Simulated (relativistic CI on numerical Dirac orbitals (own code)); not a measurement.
## What each ingredient does to the levels of Fe11+

Base calculation: Dirac-Coulomb-Breit CI, separate exchange-only KLI orbitals for each configuration, a model potential for QED, unscaled Slater integrals.

Configuration list (outside the closed core [Ne]): 3s2 3p3, 3s 3p4, 3s2 3p2 3d, 3p5, 3s 3p3 3d, 3p4 3d, 3s 3p2 3d2, 3s2 3p2 4s, 3s2 3p 3d 4p, 3s2 3p2 4p, 3p4 4s, 3p4 4p, 3s 3p2 3d 4s, 3s2 3p 3d2, 3s2 3d3, 3s 3p 3d3, 3s2 3d2 4s, 3s2 3d2 4p, 3p3 3d2, 3p2 3d3, 3p2 3d2 4s, 3p2 3d2 4p, 3s2 3p 3d 4s, 3s 3p 3d2 4s, 3s2 3d 4s2, 3s2 3d 4s 4p. Double excitations out of closed p, d and f shells are left out; levels of such configurations are missing from the list, as are those of other unlisted configurations, and high levels can miss mixing partners.

The lowest level and the first level of each name with at least 55 % of one term (blank where a level has no safe partner in the second run):

| Level | Base (cm⁻¹) | Shift (cm⁻¹) |
| --- | --- | --- |
| 3s2 3p3 4S°_3/2 | 0 | 0 |
| 3s2 3p3 2D°_3/2 | 45311 | +2628 |
| 3s2 3p3 2D°_5/2 | 49802 | +2230 |
| 3s2 3p3 2P°_1/2 | 78186 | +7510 |
| 3s2 3p3 2P°_3/2 | 84404 | +7192 |
| 3s 3p4 4P_5/2 | 273843 | +15691 |
| 3s 3p4 4P_3/2 | 283368 | +16304 |
| 3s 3p4 4P_1/2 | 287700 | +16661 |
| 3s 3p4 2D_3/2 | 342630 | +47303 |
| 3s 3p4 2D_5/2 | 344526 | +46594 |
| 3s 3p4 2S_1/2 | 416212 | +24002 |
| 3s2 3p2 3d 4F_3/2 | 431996 |  |
| 3s2 3p2 3d 4F_5/2 | 435682 | -7903 |
| 3s2 3p2 3d 4F_7/2 | 441149 | -7722 |
| 3s2 3p2 3d 4F_9/2 | 448024 | -7712 |
| 3s2 3p2 3d 2F_5/2 | 448728 | -4924 |
| 3s2 3p2 3d 4D_1/2 | 451759 |  |
| 3s2 3p2 3d 4D_3/2 | 452833 |  |
| 3s2 3p2 3d 4D_5/2 | 457516 | -4828 |
| 3s2 3p2 3d 2G_7/2 | 504459 | -6935 |
| 3s2 3p2 3d 2G_9/2 | 507391 | -6916 |
| 3s2 3p2 3d 4P_5/2 | 522608 | -23931 |

At this charge energies of transitions that change n are usually good to better than 1 %, and those within a shell (Δn = 0) to a few per cent.

Question: One thing was changed in a second run, which moved the levels as shown. Which?
A. P86 correlation estimate
B. configuration mixing switched off
C. QED terms removed
D. non-relativistic limit
E. Breit term removed

Answer: B. Configuration mixing switched off. Without mixing, levels that were pushed by configurations of the same parity and J return to their single-configuration places.

LS names give the leading component of a level, which can be under half, so a name can repeat, a term be missing and a line seem to break the LS rules.
